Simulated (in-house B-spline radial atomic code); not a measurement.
Orbital energies and mean radii along the 49-electron series, configuration [Kr] 4d10 4f1 5s2. The effective charge is n√(-2ε), a non-relativistic measure. Computed with a B-spline radial code for spherical atoms: Dirac-Hartree-Fock, average of the configuration, finite nuclei.

| ion | Z | energy of 4s1/2 (Eh) | mean radius of 4s1/2 (bohr) | energy of 4f5/2 (Eh) | mean radius of 4f5/2 (bohr) | energy of 5s1/2 (Eh) | mean radius of 5s1/2 (bohr) | effective charge of 4s1/2 |
| --- | --- | --- | --- | --- | --- | --- | --- | --- |
| Nd11+ | 60 | -19.457 | 0.59972 | -7.0815 | 0.76612 | -7.3674 | 1.2668 | 24.953 |
| Pm12+ | 61 | -21.229 | 0.58338 | -8.2677 | 0.72214 | -8.304 | 1.2157 | 26.064 |
| Sm13+ | 62 | -23.079 | 0.56783 | -9.524 | 0.68437 | -9.288 | 1.1688 | 27.176 |
